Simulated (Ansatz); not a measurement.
Relaxation of AlF2H6NO2 (12 atoms, charge 0, multiplicity 1), to a largest force component of 0.03 eV/Å in at most 50 steps.

Level of theory: RKS LDA/def2-SVP (Ansatz 0.2.0).

```xyz
12
Properties=species:S:1:pos:R:3:forces:R:3
Al -0.437 -1.795 0.562 1.65 1.15 -0.63
N -1.177 1.300 0.378 0.02 -1.05 0.15
F -1.564 -2.200 -0.571 0.01 0.01 0.02
F -0.724 -1.987 2.178 0.00 0.00 -0.08
H 1.588 0.429 -0.869 -0.04 -0.53 0.21
O 1.266 -1.628 -0.001 -1.77 0.20 0.56
H -0.349 1.669 -0.104 0.46 0.03 -0.28
O 1.578 1.337 -1.235 -0.33 0.23 0.09
H -2.008 1.449 -0.207 0.02 -0.01 0.01
H -1.306 1.789 1.270 0.02 0.00 0.01
H 1.908 -1.564 0.734 -0.06 -0.02 -0.07
H 1.227 1.200 -2.135 0.02 -0.01 0.01
```

**Question.** Where does it end, and by what steps?

**Answer.** It converged. After 11 steps the energy has fallen by 2.293 eV; Al1 moved furthest, 0.73 Å. Joined: Al1–N2.

| step | energy less start (eV) | largest force component (eV/Å) | accepted |
| --- | --- | --- | --- |
| 0 | 0.0000 | 1.775 | yes |
| 1 | -0.4511 | 1.054 | yes |
| 2 | -0.9567 | 1.063 | yes |
| 3 | -1.6323 | 1.013 | yes |
| 4 | -2.0647 | 1.959 | yes |
| 5 | -2.2147 | 0.494 | yes |
| 6 | -2.2628 | 0.377 | yes |
| 7 | -2.2809 | 0.256 | yes |
| 8 | -2.2770 | 0.335 | no |
| 9 | -2.2912 | 0.041 | yes |
| 10 | -2.2920 | 0.068 | yes |
| 11 | -2.2929 | 0.025 | yes |

```xyz
12
Properties=species:S:1:pos:R:3
Al -0.538 -1.070 0.538
N -0.976 0.801 0.294
F -1.550 -1.852 -0.536
F -0.768 -1.428 2.151
H 1.453 0.351 -0.582
O 1.141 -1.007 0.049
H -0.130 1.204 -0.281
O 1.263 1.289 -0.961
H -1.854 0.923 -0.233
H -1.062 1.312 1.186
H 1.791 -1.682 0.303
H 1.230 1.159 -1.928
```

Whether the end is a true minimum wasn't checked by a vibrational analysis.

The run took 24 s on 2 threads of Intel(R) Xeon(R) Platinum 8259CL CPU @ 2.50GHz (Skylake/Cascade Lake), with other jobs on the host, peak memory 0.17 GiB.
